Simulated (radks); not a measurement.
The numbers below are computed, except where a source is named.
Isoelectronic series with 51 electrons, each ion in its NIST ground configuration. Code: a radial shooting solver on a logarithmic mesh with Libxc functionals. Model: scalar-relativistic Kohn-Sham, r2SCAN, spin-polarised, spherical densities, finite nucleus; open shells are filled with parallel spins first (spin-orbit coupling, left out, can overturn this in heavy ions); meta-GGA in the generalised Kohn-Sham scheme; Fermi nuclear charge, rms radius of each element as measured or else 0.836 A^(1/3) + 0.57 fm. Total energies (hartree) and mean radii <r> (bohr) (* marks an orbital that is empty in some or all of the ions):

| ion | configuration | E (hartree) | 5p down* | 5p up* | 5s down* | 5s up* |
|---|---|---|---|---|---|---|
| Sb | [Kr] 4d10 5s2 5p3 | -6482.21510 | 2.751 | 2.852 | 2.215 | 2.259 |
| Xe3+ | [Kr] 4d10 5s2 5p3 | -7445.67633 | 1.980 | 1.999 | 1.744 | 1.760 |
| La6+ | [Kr] 4d10 5s2 5p3 | -8485.7647 | 1.611 | 1.620 | 1.465 | 1.474 |
| Nd9+ | [Kr] 4d10 4f2 5s2 5p1 | -9603.6842 | 1.415 | 1.415 | 1.306 | 1.303 |
| Eu12+ | [Kr] 4d10 4f3 5s2 | -10803.1994 | 1.254 | 1.251 | 1.168 | 1.160 |
| Dy15+ | [Kr] 4d10 4f5 | -12084.8528 | 1.143 | 1.133 | 1.062 | 1.055 |
| Tm18+ | [Kr] 4d10 4f5 | -13451.2390 | 1.030 | 1.022 | 0.9622 | 0.9565 |
| Hf21+ | [Kr] 4d10 4f5 | -14903.2480 | 0.9377 | 0.9314 | 0.8798 | 0.8753 |
